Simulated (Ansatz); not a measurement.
Energy needed to pull apart CH4STe (SMILES CS[TeH]), singlet, into free ground-state atoms, from the structure below (displaced at random from a GFN2-xTB minimum); no zero-point or spin–orbit terms; open-shell atoms are treated unrestricted, in their ground-state multiplicity.

```xyz
7
angstrom
C -0.8807 0.4989 -0.4021
S -0.2858 -0.1271 1.3810
Te 1.1399 -1.7866 0.5985
H -1.0530 -0.2289 -0.8463
H 0.1311 0.9403 -0.8716
H -1.4680 1.4173 0.1597
H 2.5585 -0.7885 0.4290
```

Computed with Ansatz 0.2.0 (basis: def2-TZVPP); correlated methods freeze the cores. Filled d shells of the heavier atoms are correlated. Core potentials replace the inner electrons of the atoms past krypton. The def2 sets are not built for correlating such inner shells, so the correlated values are less sure here.

```json
{"method": "PBE-D4", "atomization energy (eV)": "20.17"}
{"method": "revPBE-D4", "atomization energy (eV)": "19.66"}
{"method": "r2SCAN-D4", "atomization energy (eV)": "19.64"}
{"method": "PBE0-D4", "atomization energy (eV)": "19.62"}
{"method": "BHLYP-D4", "atomization energy (eV)": "18.79"}
{"method": "wB97M-V", "atomization energy (eV)": "?"}
{"method": "HF", "atomization energy (eV)": "12.56"}
{"method": "MP2", "atomization energy (eV)": "18.98"}
{"method": "CCSD", "atomization energy (eV)": "?"}
{"method": "CCSD(T)", "atomization energy (eV)": "18.91"}
```

What does wB97M-V give? (An estimate is asked for; the value comes from the calculation.)

The calculation gives: 19.55 eV, which is about 0.64 eV more than CCSD(T)/def2-TZVPP.

What does CCSD give? (Judge from chemistry; the value comes from the calculation.)

The calculation gives: 18.45 eV, which is about 0.46 eV less than CCSD(T)/def2-TZVPP.

In triple zeta the MP2 and coupled-cluster atomization energies are still short of their basis limit by a few kcal/mol a bond, whereas those of the functionals are nearly converged, so these differences are not deviations from converged CCSD(T).

No T1 diagnostic of these runs exceeds 0.013.

For scale, one of the runs: CCSD(T)/def2-TZVPP forces, 179 basis functions (an equivalent command: `ansatz run in.yaml --threads 4`). Hardware: 4 CPU threads, shared host. Wall time 3.6 min; peak host memory 3.5 GiB.
